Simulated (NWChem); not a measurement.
System: YCl3; SMILES [Cl][Y]([Cl])[Cl]

Input file for NWChem:

```
start job
memory heap 200 mb stack 900 mb global 1100 mb
geometry units angstroms noautosym nocenter noautoz
  Y      0.066910     0.195829     0.125294
  Cl     2.389265    -0.203103    -0.497784
  Cl    -0.835392    -0.789130     2.164064
  Cl    -1.352784     1.583061    -1.289073
end
basis spherical
  Y library def2-svp
  Cl library def2-svp
end
ecp
  Y library def2-ecp
end
dft
  xc xpbe96 cpbe96
  iterations 150
end
tddft
  nroots 8
  notriplet
end
task tddft energy
```

NWChem printed, in part:

```
             Northwest Computational Chemistry Package (NWChem) 7.3.0
             --------------------------------------------------------

                             Geometry "geometry" -> ""
                             -------------------------

 Output coordinates in angstroms (scale by  1.889725989 to convert to a.u.)

  No.       Tag          Charge          X              Y              Z
 ---- ---------------- ---------- -------------- -------------- --------------
    1 Y                   39.0000     0.06691000     0.19582900     0.12529400
    2 Cl                  17.0000     2.38926500    -0.20310300    -0.49778400
    3 Cl                  17.0000    -0.83539200    -0.78913000     2.16406400
    4 Cl                  17.0000    -1.35278400     1.58306100    -1.28907300

 Effective nuclear repulsion energy (a.u.)     540.5142423350

 Summary of "ao basis" -> "ao basis" (spherical)
 ------------------------------------------------------------------------------
       Tag                 Description            Shells   Functions and Types
 ---------------- ------------------------------  ------  ---------------------
 Y                          def2-svp                11       31   5s3p2d1f
 Cl                         def2-svp                 8       18   4s3p1d

            General Information
            -------------------
          SCF calculation type: DFT
          Wavefunction type:  closed shell.
          No. of atoms     :     4
          No. of electrons :    62
           Alpha electrons :    31
            Beta electrons :    31
          Charge           :     0
          Spin multiplicity:     1
          Use of symmetry is: off; symmetry adaption is: off
          Maximum number of iterations: 150
          AO basis - number of functions:    85
                     number of shells:    35
          Convergence on energy requested:  1.00D-06
          Convergence on density requested:  1.00D-05
          Convergence on gradient requested:  5.00D-04

              XC Information
              --------------
          PerdewBurkeErnzerhof Exchange Functional  1.000
            Perdew 1991 LDA Correlation Functional  1.000 local
           PerdewBurkeErnz. Correlation Functional  1.000 non-local

[...]

                                NWChem TDDFT Module
                                -------------------

            General Information
            -------------------
           No. of orbitals :     170
            Alpha orbitals :      85
             Beta orbitals :      85
        Alpha frozen cores :       0
         Beta frozen cores :       0
     Alpha frozen virtuals :       0
      Beta frozen virtuals :       0
         Spin multiplicity :       1
    Number of AO functions :      85
        Use of symmetry is : off
      Symmetry adaption is : off
         Schwarz screening :  0.10D-07

              XC Information
              --------------
   PerdewBurkeErnzerhof Exchange Functional   1.00
     Perdew 1991 LDA Correlation Functional   1.00 local
    PerdewBurkeErnz. Correlation Functional   1.00 non-local

             TDDFT Information
             -----------------
          Calculation type : TDDFT
         Wavefunction type : Restricted singlets
          No. of electrons :      62
           Alpha electrons :      31
            Beta electrons :      31
              No. of roots :       8
          Max subspacesize :    5600
            Max iterations :     100
               Target root :       1
           Target symmetry : none
      Symmetry restriction : off
                 Algorithm : Optimal
        Davidson threshold :  0.10D-03

    8 smallest eigenvalue differences (eV)
--------------------------------------------------------
  No. Spin  Occ  Vir  Irrep   E(Occ)    E(Vir)   E(Diff)
--------------------------------------------------------
    1    1   31   32 a        -0.280    -0.134     3.982
    2    1   30   32 a        -0.289    -0.134     4.224
    3    1   29   32 a        -0.289    -0.134     4.224
    4    1   28   32 a        -0.291    -0.134     4.268
    5    1   27   32 a        -0.298    -0.134     4.463
    6    1   26   32 a        -0.298    -0.134     4.463
    7    1   25   32 a        -0.315    -0.134     4.940
    8    1   24   32 a        -0.315    -0.134     4.940
--------------------------------------------------------

  Entering Davidson iterations
  Restricted singlet excited states

  Iter   NTrls   NConv    DeltaV     DeltaE      Time
  ----  ------  ------  ---------  ---------  ---------
    1      8       0     0.53E-01   0.10+100        3.7
    2     16       0     0.10E-01   0.97E-03        3.7
    3     32       0     0.39E-02   0.77E-04        6.4
    4     48       0     0.14E-02   0.10E-04        6.2
    5     64       1     0.51E-03   0.19E-05        6.5
    6     78       3     0.30E-03   0.23E-06        5.8
    7     88       6     0.13E-03   0.60E-07        4.5
    8     92       8     0.95E-04   0.75E-08        2.5
  ----  ------  ------  ---------  ---------  ---------
  Convergence criterion met

  Ground state a       -1418.193449491051 a.u.

  ----------------------------------------------------------------------------
  Root   1 singlet a              0.146287373 a.u.                3.9807 eV
  ----------------------------------------------------------------------------
     Transition Moments    X  0.00004   Y -0.00003   Z  0.00002
     Dipole Oscillator Strength                    0.0000000003
     Electric Quadrupole                           0.0000000000
     Magnetic Dipole                               0.0000001757
     Total Oscillator Strength                     0.0000001760

[...]
```

Level: PBE/def2-SVP with def2 effective core potentials on Y, full TDDFT. Geometry: optimised at PBE0/def2-SVP. def2 effective core potentials on Y; no spin-orbit coupling.
